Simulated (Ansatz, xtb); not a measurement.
## H7NSiSn: 4 structures ranked

4 gas-phase structures of H7NSiSn, found in a search over its isomers (lower ones may exist). Each was relaxed with GFN2-xTB:

A. `[SiH3][NH][SnH3]`, a singlet
B. a singlet given by its coordinates
C. `N[SiH2][SnH3]`, a singlet
D. a singlet given by its coordinates

B (Å):

```xyz
10

N    -2.0653    0.9462    0.9828
Si    1.3235    1.2665    1.6173
Sn   -0.2186    1.8323   -0.3849
H    -2.2743    1.5123    1.7947
H    -2.9169    0.8169    0.4526
H    -1.7608    0.0382    1.3073
H    -0.0610    0.1498   -0.9954
H     2.7653    1.4512    1.4209
H     1.0404    2.1094    2.7981
H     1.2206   -0.0825    2.1970
```

Close contacts (Å): N1–Sn3 2.46, Si2–Sn3 2.59, N1–H4 1.01, N1–H5 1.01, N1–H6 1.01, Si2–H8 1.47, Si2–H9 1.48, Si2–H10 1.47, Sn3–H7 1.80.

D (Å):

```xyz
10

N    -0.0545    0.1403    0.0066
Si    0.0987    0.2488   -1.7405
Sn    1.6834   -0.8970    1.5584
H     0.2584   -1.6347    2.3967
H    -1.0779    0.9116   -2.3045
H    -0.8550   -0.3946    0.3135
H     1.4196    0.5764    2.5770
H     1.3078    1.0292   -1.9673
H    -0.1222    1.0383    0.4654
H     0.2061   -1.1303   -2.1995
```

Close contacts (Å): N1–Si2 1.76, N1–Sn3 2.55, N1–H6 1.01, N1–H9 1.01, Si2–H5 1.46, Si2–H8 1.46, Si2–H10 1.46, Sn3–H4 1.81, Sn3–H7 1.81.

Q: Make a reasoned guess at their ranking by r2SCAN-D4/def2-SVP single-point energy.

A: Calculated order at r2SCAN-D4/def2-SVP: B (0.000), C (0.138), D (0.179), A (0.450) eV. Less than 1 kcal/mol parts C and D, so the order within that pair means little. CCSD(T)/def2-TZVP after further relaxation puts C lowest instead.

Energies above the lowest of each column, in eV; the last columns are at B3LYP-D3(BJ)/def2-SVP geometries (a dash: not run or not comparable):

| structure | GFN2-xTB | HF/STO-3G | r2SCAN-D4/def2-SVP | B3LYP-D3(BJ)/def2-SVP | CCSD(T)/def2-TZVP |
| --- | --- | --- | --- | --- | --- |
| B | 0.868 | 1.879 | 0.000 | 0.000 | 0.141 |
| C | 0.886 | 0.137 | 0.138 | 0.219 | 0.000 |
| D | 0.000 | 2.159 | 0.179 | 0.102 | 0.161 |
| A | 1.259 | 0.000 | 0.450 | 0.463 | – |

CCSD(T)/def2-TZVP puts C lowest of those it was run on; GFN2-xTB picks D, HF/STO-3G picks A, r2SCAN-D4/def2-SVP picks B, B3LYP-D3(BJ)/def2-SVP picks B. CCSD(T)/def2-TZVP orders those it was run on as C (0.000), B (0.141), D (0.161) eV. Less than 1 kcal/mol parts B and D, so the order within that pair means little. Flexible structures stand in one conformer each, not always the lowest. D keeps a small imaginary mode. Frequencies (B3LYP-D3(BJ)/def2-SVP) were run for B, C, D alone. Atoms past krypton carry core potentials in the def2 sets, without spin–orbit terms.

Over these structures GFN2-xTB departs from r2SCAN-D4/def2-SVP by 0.370 eV on average once a common shift is removed. A GFN2-xTB relaxation took about 0.1 s and the r2SCAN-D4/def2-SVP energy about 1.8 s on a shared host (Ansatz 0.2.0, xtb 6.7.1).
